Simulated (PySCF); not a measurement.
## Unknown compound

The spectra below were simulated for a compound C₄H₁₂OSi₂.

¹H NMR (500 MHz, computed): δ 4.02 (d, 6H), 2.46 (d, 2H), 2.22 (s, 3H), 0.11 (m, 1H).

¹³C{¹H} NMR (computed): δ 219.2, 45.6, 31.8, -3.0.

Level of theory: shieldings: GIAO PBE0/pcSseg-1, geometry from GFN2-xTB, in PySCF 2.14.0 with density-fitted response routines (gas phase, a single conformation, relativity neglected, one averaged value for each set of equivalent atoms).

Shifts are taken against calculated references (same method and geometry level): ¹H, ¹³C vs TMS.

Q: What is the structure?

A: 
1. Rings plus π bonds: 1 (no ring in the answer).
2. 4 carbon signals for 4 carbons: no two carbons are equivalent.
3. Carbon types of the structure: 1 × C, 1 × CH, 1 × CH2, 1 × CH3, leaving 6 H on heteroatoms.
4. δC 219.2: ketone carbonyl carbon; the double bond to the heteroatom, with no lone-pair donor beside it, deshields it most.
5. δC 45.6: sp3 CH2 α to a carbonyl; the adjacent C=O deshields it moderately.
6. δC 31.8: methyl carbon α to a carbonyl; the adjacent C=O deshields it moderately.
7. δC -3.0: sp3 CH bonded to 2 Si; an electropositive neighbour leaves it electron-rich and shielded.
8. δH 2.46: hydrogen on an sp3 CH2 α to a carbonyl; α to C=O.
9. δH 2.22: hydrogen on a methyl carbon α to a carbonyl; α to C=O.
10. δH 0.11: hydrogen on an sp3 CH bonded to 2 Si; an electropositive neighbour shields it, as in TMS itself.

Structure: `InChI=1S/C4H12OSi2/c1-3(5)2-4(6)7/h4H,2H2,1,6-7H3`.

This is the structure that produced the data.

Shifts are as computed. Against solution values, carbons near 30 ppm lie about +3 ppm off and those near 130 ppm about +5 ppm. Of 1211 compounds with measured shifts, 218 miss one by over three times the rms of a fit or turn the order of signals round; such compounds aren't used in these exercises. Multiplicities follow the n + 1 count of equivalent neighbours, as no J values were calculated; m marks all less simple cases, F and P coupling included.
